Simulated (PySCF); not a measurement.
Ligands exchanged one at a time, Ga NH2-H. Gas-phase values, no solvent. One relaxed conformer stands for each flexible species; it need not be the lowest. Strings in code marks are SMILES.

Computed with PBE-D3(BJ)/def2-TZVP // PBE0-D3(BJ)/def2-TZVP run with PySCF. Excitations are Tamm–Dancoff values on a coarser integration grid. The basis has no diffuse functions, so Rydberg states are missing or too high.

| species | S1 excitation (TDA) (eV) | LUMO (eV) | T1 excitation (TDA) (eV) | S1 oscillator strength |
|---|---|---|---|---|
| 0 of 3 NH2 replaced by H (`[NH2][Ga]([NH2])[NH2]`) | 4.79 | -0.67 | 4.48 | 0.006 |
| 1 of 3 NH2 replaced by H (`[NH2][GaH][NH2]`) | 5.18 | -0.44 | 4.57 | 0.000 |
| 2 of 3 NH2 replaced by H | … | … | 4.15 | … |
| 3 of 3 NH2 replaced by H (`[GaH3]`) | – | -2.65 | – | – |

Problem. Some entries are withheld; supply them.

Solution. 
- 2 of 3 NH2 replaced by H, S1 excitation (TDA) (eV): 5.71
- 2 of 3 NH2 replaced by H, LUMO (eV): -1.49
- 2 of 3 NH2 replaced by H, S1 oscillator strength: 0.121
